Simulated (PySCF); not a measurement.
Al(Me)(Et)(OH) (C3H9AlO), SMILES C[CH2][Al]([CH3])[OH]. Atoms are numbered in the order given.

```xyz
14

Al     0.2965     0.2668     0.3516
C      1.5762     0.2643     1.8205
H      2.5066    -0.2691     1.5577
H      1.1727    -0.2492     2.7112
H      1.8518     1.2870     2.1249
C     -0.3816    -1.3569    -0.5270
C     -1.3961    -1.1491    -1.6587
H     -0.8125    -2.0126     0.2560
H      0.4910    -1.9312    -0.8981
H     -0.9765    -0.5417    -2.4789
H     -2.3014    -0.6254    -1.3067
H     -1.7335    -2.0993    -2.1079
O     -0.2459     1.8079    -0.1699
H     -0.8770     1.9598    -0.8787
```
Charge 0, spin multiplicity 1.

Coordinates come from a r2SCAN-D4/def2-SVP optimisation. The structure was generated by enumeration; whether it is a known compound was not checked. Other conformers were not sampled.

Vertical ionisation energy (IE) and electron affinity (EA) in eV. Rows of orbital energies are one-electron estimates. Where ΔSCF, EOM or ADC give a negative EA the extra electron is unbound and the value depends on the basis.

| level | IE | EA |
|---|---|---|
| −ε(HOMO), −ε(LUMO), PBE0/def2-TZVP (PySCF) | ? | ? |
| −ε(HOMO), −ε(LUMO), PBE/def2-TZVP (PySCF) | 6.00 | 0.72 |

Q: What belongs in the gaps? (Estimate from the structure and the level; the computed values follow.)

A: 
- −ε(HOMO), −ε(LUMO), PBE0/def2-TZVP (PySCF), IE: 7.28
- −ε(HOMO), −ε(LUMO), PBE0/def2-TZVP (PySCF), EA: -0.06
